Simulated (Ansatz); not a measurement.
# Molecular dynamics of H$_{2}$O$_{2}$Zn

input.yaml

```yaml
crystal:
  periodic: [false, false, false]
  atoms:
    - { symbol: Zn, position_ang: [-0.064904, -0.118832, 0.0] }
    - { symbol: O, position_ang: [-0.033647, -0.065884, 1.762972] }
    - { symbol: H, position_ang: [-0.868531, -0.14237, 2.216494] }
    - { symbol: O, position_ang: [-0.03725, -0.063942, -1.762973] }
    - { symbol: H, position_ang: [0.349532, -0.807772, -2.216494] }
basis:
  gaussian: { orbitals: def2-SVP }
hamiltonian:
  xc: { name: BHLYP }
  dispersion: d4
md:
  timestep: 0.25
  n_steps: 250
  ensemble: nvt_langevin
  temperature: 300.0
  initial_velocities: maxwell_boltzmann
  seed: 470175
  friction: 0.5
```

Command:

```bash
$ ansatz run input.yaml --threads 2 --pin off --max-ram 3072MiB --backend cpu --events-out ev --progress --plain --runs-dir out
```

It starts from a relaxed structure.

Output, in part (one step line in 9, the closing report, with atoms numbered from 0):

```
md step     0: t =     0.00 fs  T =   240.0 K  F+E_penalty+E_count = -52533.63233845 eV  E_kin = 0.155112 eV  (28 SCF iters)
md step     9: t =     2.25 fs  T =   493.7 K  F+E_penalty+E_count = -52533.58815488 eV  E_kin = 0.319071 eV  (26 SCF iters)
md step    18: t =     4.50 fs  T =   259.1 K  F+E_penalty+E_count = -52533.60485521 eV  E_kin = 0.167470 eV  (26 SCF iters)
md step    27: t =     6.75 fs  T =   367.8 K  F+E_penalty+E_count = -52533.59775500 eV  E_kin = 0.237682 eV  (24 SCF iters)
md step    36: t =     9.00 fs  T =   403.4 K  F+E_penalty+E_count = -52533.59422234 eV  E_kin = 0.260703 eV  (25 SCF iters)
md step    45: t =    11.25 fs  T =   167.5 K  F+E_penalty+E_count = -52533.51947104 eV  E_kin = 0.108280 eV  (25 SCF iters)
md step    54: t =    13.50 fs  T =   258.3 K  F+E_penalty+E_count = -52533.51540587 eV  E_kin = 0.166917 eV  (26 SCF iters)
md step    63: t =    15.75 fs  T =   288.5 K  F+E_penalty+E_count = -52533.55567343 eV  E_kin = 0.186456 eV  (34 SCF iters)
md step    72: t =    18.00 fs  T =   242.7 K  F+E_penalty+E_count = -52533.46280833 eV  E_kin = 0.156872 eV  (25 SCF iters)
md step    81: t =    20.25 fs  T =   487.6 K  F+E_penalty+E_count = -52533.54887734 eV  E_kin = 0.315126 eV  (33 SCF iters)
md step    90: t =    22.50 fs  T =   224.6 K  F+E_penalty+E_count = -52533.52530113 eV  E_kin = 0.145135 eV  (25 SCF iters)
md step    99: t =    24.75 fs  T =   265.8 K  F+E_penalty+E_count = -52533.53885380 eV  E_kin = 0.171811 eV  (25 SCF iters)
md step   108: t =    27.00 fs  T =   299.1 K  F+E_penalty+E_count = -52533.44347693 eV  E_kin = 0.193277 eV  (27 SCF iters)
md step   117: t =    29.25 fs  T =   211.3 K  F+E_penalty+E_count = -52533.50074668 eV  E_kin = 0.136560 eV  (33 SCF iters)
md step   126: t =    31.50 fs  T =   410.5 K  F+E_penalty+E_count = -52533.51503452 eV  E_kin = 0.265332 eV  (25 SCF iters)
md step   135: t =    33.75 fs  T =   361.1 K  F+E_penalty+E_count = -52533.45904340 eV  E_kin = 0.233383 eV  (25 SCF iters)
md step   144: t =    36.00 fs  T =   253.0 K  F+E_penalty+E_count = -52533.48930863 eV  E_kin = 0.163509 eV  (27 SCF iters)
md step   153: t =    38.25 fs  T =   276.6 K  F+E_penalty+E_count = -52533.52063144 eV  E_kin = 0.178790 eV  (26 SCF iters)
md step   162: t =    40.50 fs  T =   413.6 K  F+E_penalty+E_count = -52533.51478936 eV  E_kin = 0.267337 eV  (25 SCF iters)
md step   171: t =    42.75 fs  T =   247.4 K  F+E_penalty+E_count = -52533.47624007 eV  E_kin = 0.159897 eV  (27 SCF iters)
md step   180: t =    45.00 fs  T =   507.5 K  F+E_penalty+E_count = -52533.56259387 eV  E_kin = 0.328022 eV  (26 SCF iters)
md step   189: t =    47.25 fs  T =   195.5 K  F+E_penalty+E_count = -52533.53105942 eV  E_kin = 0.126366 eV  (26 SCF iters)
md step   198: t =    49.50 fs  T =   462.6 K  F+E_penalty+E_count = -52533.54192491 eV  E_kin = 0.298991 eV  (25 SCF iters)
md step   207: t =    51.75 fs  T =    98.8 K  F+E_penalty+E_count = -52533.52245904 eV  E_kin = 0.063853 eV  (25 SCF iters)
md step   216: t =    54.00 fs  T =   251.2 K  F+E_penalty+E_count = -52533.47508950 eV  E_kin = 0.162344 eV  (26 SCF iters)
md step   225: t =    56.25 fs  T =   536.6 K  F+E_penalty+E_count = -52533.47283103 eV  E_kin = 0.346826 eV  (25 SCF iters)
md step   234: t =    58.50 fs  T =   233.3 K  F+E_penalty+E_count = -52533.41919255 eV  E_kin = 0.150788 eV  (26 SCF iters)
md step   243: t =    60.75 fs  T =   270.7 K  F+E_penalty+E_count = -52533.48793899 eV  E_kin = 0.174968 eV  (25 SCF iters)
md step   250: t =    62.50 fs  T =   350.6 K  F+E_penalty+E_count = -52533.46408124 eV  E_kin = 0.226610 eV  (27 SCF iters)
Total energy: -52533.46421035 eV, -1930.5692012695 hartree
Atom 0 at    -0.064408    -0.102864     0.020513 Å, force     0.063002    -0.324816    -1.148231 eV/Å
Atom 1 at    -0.142412    -0.077625     1.813262 Å, force    -1.053404    -0.437093    -0.181292 eV/Å
Atom 2 at    -0.982534    -0.446723     2.153956 Å, force     1.078153     0.492920    -0.377921 eV/Å
Atom 3 at    -0.007634    -0.084133    -1.802282 Å, force    -0.519811     1.742979     2.506821 eV/Å
Atom 4 at     0.183224    -0.745048    -2.418280 Å, force     0.432061    -1.473990    -0.799376 eV/Å
Dipole moment:    -0.185519    -0.342538    -0.051079 e Å
```

All steps were run. The mean temperature of the second half is 11 % above the set value. A run of 0.062 ps of so small a system gives no equilibrium averages. The friction is so strong that the motion is overdamped, so the time scale means little.

The same pairs are bonded in the first frame and the last. Pairs count as bonded within 1.25 times the sum of covalent radii (0.12 Å more for H–H).

Last frame:

```xyz
5
Properties=species:S:1:pos:R:3
Zn -0.064 -0.103 0.021
O -0.142 -0.078 1.813
H -0.983 -0.447 2.154
O -0.008 -0.084 -1.802
H 0.183 -0.745 -2.418
```

Run time: 4.5 min on 2 threads of Arm Neoverse V2, on a shared host, peak memory 0.13 GiB.
